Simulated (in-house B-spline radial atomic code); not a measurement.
How numerical settings move a run on Ag II (Ag+), [Kr] 4d10. Computed with a B-spline radial code for spherical atoms: Dirac-Kohn-Sham BLYP, spherical fractional occupations, Fermi nucleus of rms radius 4.5454 fm.

Command:
```bash
python run_scf.py task.json out
```
Settings of the sound reference run:
```
Z                47
electrons        46
configuration    [Kr] 4d10
hamiltonian      dirac
method           b88,lyp
spin_polarised   False
nucleus          fermi
rms_radius       4.5454
mass_number      107
atomic_mass      106.9051
speed_of_light   137.036
knot_spacing     0.22
spline_order     8
gauss_points     12
box_radius       35.29
max_iterations   70
damping          0.5
damped_steps     3
diis_vectors     10
tolerance        1e-08
start            Thomas-Fermi
```

Run time, properties included: 1.3 s on 1 thread of Arm Neoverse V1, with other jobs on the host.

It converges in 9 iterations to -5317.425479 hartree, with 4d5/2 at -15.3591 eV. The other runs change the listed settings, some to values that make no sense; their results aren't properties of the atom or ion. Radii are in bohr (the nuclear one in fm), a minus after a letter asks for a j subshell, and «unchanged» means within 1e-8 hartree. The run stops when the residual is below 10 × tolerance × max(1, Z/10), or a noise floor if that is larger, and the energy moves by less than 1e-8 × √|E| hartree; so very loose and very tight tolerances often act alike.

| changed settings | outcome |
| --- | --- |
| first_knot = 0.0638, max_iterations = 60, damped_steps = 0 | converged in 9 iterations, energy +1.61e+01 hartree from the reference, 4d5/2 level -6.9e-02 eV |
| electrons = 47, configuration = [Kr] 4d10 1f1, max_iterations = 60 | stopped with error: there is no 1f shell |
| damped_steps = 0 | converged in 8 iterations, energy unchanged, 4d5/2 level -8.3e-05 eV |
| max_iterations = 60, tolerance = 1e-05, start = bare nucleus | converged in 12 iterations, energy unchanged, 4d5/2 level -1.7e-05 eV |
| spline_order = 4, first_knot = 0.00213, max_iterations = 100, damping = 0.8 | converged in 11 iterations, energy +4.01e-02 hartree from the reference, 4d5/2 level -1.3e-04 eV |
| damped_steps = 8 | converged in 14 iterations, energy unchanged, 4d5/2 level -4.2e-05 eV |
| damped_steps = 30 | converged in 17 iterations, energy unchanged, 4d5/2 level -4.2e-05 eV |
| gauss_points = 3 | converged in 9 iterations, energy +2.92e-04 hartree from the reference, 4d5/2 level -2.2e-05 eV |
| method = hf, speed_of_light = 23.50167 | stopped with error: Z/c is past the critical charge |
| gauss_points = 4 | converged in 9 iterations, energy +4.90e-07 hartree from the reference, 4d5/2 level -6.2e-07 eV |

(1) What happens with electrons = 47, configuration = [Kr] 4d10 5s-1, max_iterations = 60?

(2) What happens with box_radius = 10.59, first_knot = 0.0213, max_iterations = 75, tolerance = 0.01?

(3) What happens with damped_steps = 1?

(4) What happens with gauss_points = 16?

## Answers

(1) Stopped with error: j subshells need the Dirac Hamiltonian and l > 0.

(2) Converged in 9 iterations, energy +1.22e+00 hartree from the reference, 4d5/2 level -4.8e-03 eV.

(3) Converged in 10 iterations, energy unchanged, 4d5/2 level -6.8e-05 eV.

(4) Converged in 9 iterations, energy unchanged.
